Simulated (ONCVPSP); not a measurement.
# Pseudopotential generation for phosphorus (P): ONCV, LDA (Perdew-Wang 92), scalar-relativistic.

phosphorus (P), optimised norm-conserving Vanderbilt (ONCV), made with ONCVPSP 4.0.1 (LDA (Perdew-Wang 92), scalar-relativistic). Core [He], reference 2s2 2p6 3s2 3p3. Waves: 2s+3s: rc 0.85 bohr, ncon 4, nbas 7, qcut 13 1/bohr, 2 projectors; 2p+3p: rc 0.90 bohr, ncon 4, nbas 7, qcut 17.7 1/bohr, 3 projectors, debl 2.3 Ha. Local part: polynomial inside 0.80 bohr (lpopt 5, dvloc0 0 Ha). Core correction: Teter function fitted to the true core (icmod 2), fcfact 0.45.

Question: Estimate the cutoffs (Ha) at which the residual kinetic energy of the hardest occupied pseudo-wave falls to 1 and 0.1 mHa per electron.

Answer: 113 Ha and 128 Ha.

Question: Does the potential have ghost states?

Answer: No bound ghost flagged; no localised positive-energy state flagged.

Question: Tests: 2s2 2p6 3s2 3p2; 2s2 2p6 3s2 3p1; 2s2 2p6 3s2 3p0; 2s2 2p6 3s2 3p2.5. Which has the largest error in its energy relative to the reference configuration, and how large is it?

Answer: 2s2 2p6 3s2 3p0, with +9.3 meV (all-electron minus pseudo) on +58.95 eV.
